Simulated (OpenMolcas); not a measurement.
## F2+: effect of the basis set

```yaml
Program: OpenMolcas
Method: "SS-RASPT2, IPEA 0.25 Eh, imaginary shift 0.1 Eh (closed shells correlated: 1s)"
Active_space: 5 electrons in 9 orbitals (RAS2 2s 2p; RAS3 3d, at most 2 electrons)
State_averaging: 2S+1 = 4 odd, 1 root; 2S+1 = 2 odd, 8 roots; 2S+1 = 4 even, 3 roots; 2S+1 = 2 even, 9 roots
Spin-orbit_coupling: state interaction with AMFI integrals over the reference wave functions, term energies averaged over their components
```

A. ANO-RCC-VTZP [4s3p2d1f], DKH2, point nucleus; CASPT2 step roughly 8 core-seconds
B. ANO-R2 [4s4p2d1f], X2C, finite nucleus; CASPT2 step of the order of 13 core-seconds
C. ANO-RCC-VQZP [5s4p3d2f1g], DKH2, point nucleus; CASPT2 step of the order of 11 core-seconds
D. ANO-RCC [8s7p4d3f2g], DKH2, point nucleus; CASPT2 step about 30 core-seconds

Energies in eV above 2s2 2p3 4S* 3/2, the measured ground level; measured values from Moore, Atomic Energy Levels, vol. I, NSRDS-NBS 35 (1971 reprint of NBS Circular 467, 1949).

```json
{"Level": "2s2 2p3 4S* 3/2", "A": "0.0000", "B": "0.0000", "C": "0.0000", "D": "0.0000", "Measured": "0.0000"}
{"Level": "2s2 2p3 2D* 3/2", "A": "4.323", "B": "4.329", "C": "4.297", "D": "4.274", "Measured": ""}
{"Level": "2s2 2p3 2D* 5/2", "A": "4.324", "B": "4.330", "C": "4.298", "D": "4.275", "Measured": ""}
{"Level": "2s2 2p3 2P* 3/2", "A": "6.530", "B": "6.525", "C": "6.486", "D": "6.454", "Measured": ""}
{"Level": "2s2 2p3 2P* 1/2", "A": "6.530", "B": "6.525", "C": "6.487", "D": "6.455", "Measured": ""}
{"Level": "2s 2p4 4P 5/2", "A": "18.947", "B": "18.893", "C": "18.877", "D": "18.886", "Measured": "18.8329"}
{"Level": "2s 2p4 4P 3/2", "A": "18.985", "B": "18.930", "C": "18.914", "D": "18.923", "Measured": "18.8748"}
{"Level": "2s 2p4 4P 1/2", "A": "19.008", "B": "18.952", "C": "18.936", "D": "18.945", "Measured": "18.8964"}
{"Level": "2s 2p4 2D 3/2", "A": "26.304", "B": "26.242", "C": "26.199", "D": "26.173", "Measured": "26.0684"}
{"Level": "2s 2p4 2D 5/2", "A": "26.305", "B": "26.242", "C": "26.199", "D": "26.174", "Measured": "26.0664"}
{"Level": "2s 2p4 2S 1/2", "A": "31.145", "B": "31.084", "C": "31.009", "D": "30.955", "Measured": "30.7803"}
{"Level": "2s 2p4 2P 3/2", "A": "33.523", "B": "33.441", "C": "33.407", "D": "33.343", "Measured": "33.0491"}
{"Level": "2s 2p4 2P 1/2", "A": "33.569", "B": "33.485", "C": "33.452", "D": "33.388", "Measured": "33.0967"}
```

Deviations, from unrounded energies. A percentage is the sum of absolute deviations over the sum of measured energies, with the sign that they share, or ± where signs differ.

```
           Against measurement  Levels     A     B     C     D
mean absolute deviation (cm-1)       8  2100  1600  1300  1100
      other configurations (%)       8  +1.0  +0.8  +0.6  +0.5
```

D lies closest to measurement on these levels and A furthest from it. The largest miss of D in the table is 2s 2p4 2P 3/2, by +2400 cm-1. The ranking rests on the paired levels alone, and a cruder setting can come out closer through cancelling errors.

Among A to D the level of the table that moves most is 2s 2p4 2S 1/2, by 1500 cm-1 (lowest in D, highest in A). Moves below CASPT2's spread within the term are not significant.

Term energies are means over components that CASPT2 splits; among the terms shown or strongly mixed into the levels shown the widest spread is 12 cm-1 (2s2 2p3 2D*, A). Active for correlation alone: 3d; no level in the range computed is led by a configuration that fills it, so any true level of that kind is missing. Measured partners are found by configuration, term and J. A level has none where our copy of the source lacks it or the pairing is in doubt (some pairs that miss far off the trend of their configuration count as doubtful), and it then counts in no deviation. Only configurations of the active space appear.

* marks odd parity.
